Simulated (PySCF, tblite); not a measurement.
Isomers of C7H7PS, one GFN2-xTB conformer each. Single-point energies are computed at PBE0/pcSseg-1 (PySCF, gas phase, no added dispersion term), electronic only.

Task: Rank them by PBE0/pcSseg-1 energy, lowest first (kJ/mol).
A. `[CH:1]#[C:2][c:3]1[p:4][c:5]([CH2:6][CH3:7])[cH:8][s:9]1` with P4–C5–C6–C7 -73°
B. `C1=CP2(=S)C=CC1C=C2`
C. `[CH:1]#[C:2][c:3]1[cH:4][p:5][c:6]([CH2:7][CH3:8])[s:9]1` with P5–C6–C7–C8 -100°

Result: B (0.0), A (74.9), C (76.7).

As drawn, the lowest has a C=C bond outside aromatic rings, which the highest lacks; the highest has an aromatic ring and a C≡C bond, which the lowest lacks. Neighbours under 10 kJ/mol apart (C#Cc1pc(CC)cs1 and C#Cc1cpc(CC)s1) can change places with a better method, another conformer or zero-point energy. GFN2-xTB itself gives, in the same order: 0.0, 127.8, 132.1. Both levels put the same isomer lowest; measured from each level's own lowest isomer, the values differ by up to 55.4 kJ/mol (C#Cc1cpc(CC)s1: 132.1 against 76.7).

Task: Which frontier levels, dipoles and rotational constants go with these structures?

Result: 
```csv
SMILES,"HOMO (eV, PBE0/pcSseg-1)",LUMO (eV),dipole (D),"A, B, C (MHz)"
S=P12C=CC(C=C1)C=C2,-6.58,-1.33,5.73,"2604, 1013, 1013"
C#Cc1pc(CC)cs1,-6.65,-1.98,1.61,"2513, 789.7, 633.7"
C#Cc1cpc(CC)s1,-6.59,-1.68,1.00,"2401, 810.8, 640.7"
```

Task: What happens when harmonic zero-point energies from GFN2-xTB frequencies are added?

Result: 
| SMILES | ZPE (kJ/mol) | electronic (kJ/mol) | with ZPE (kJ/mol) |
| --- | --- | --- | --- |
| S=P12C=CC(C=C1)C=C2 | 304.7 | 0.0 | 0.0 |
| C#Cc1pc(CC)cs1 | 299.2 | 74.9 | 69.4 |
| C#Cc1cpc(CC)s1 | 299.3 | 76.7 | 71.3 |

The zero-point energies span 5.5 kJ/mol. The order is unchanged.
